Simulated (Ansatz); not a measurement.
CHCl2, SMILES Cl[CH]Cl, multiplicity 2.

The structure is a stationary point at r2SCAN-D4/def2-TZVP. The isomer is the one that the SMILES or the coordinates give; other isomers of the formula were not compared.

Two levels are set side by side: PBE/def2-TZVPD (Ansatz, a quantum-chemistry and plane-wave program) and PBE0/def2-TZVPD (Ansatz). Energy differences of separate SCF runs at the same geometry; the states with an electron removed or added have multiplicity 1 and 1. Differences are taken from unrounded values.

| quantity | PBE |
|---|---|
| vertical ionisation energy (eV) | 8.43 |

Q: These are the PBE values. What does PBE0 give? (The exact figures need the calculation; the answer reports its results.)

A: 
```json
[
 {"quantity": "vertical ionisation energy (eV)", "PBE0": "8.73", "PBE minus PBE0": "-0.30"}
]
```
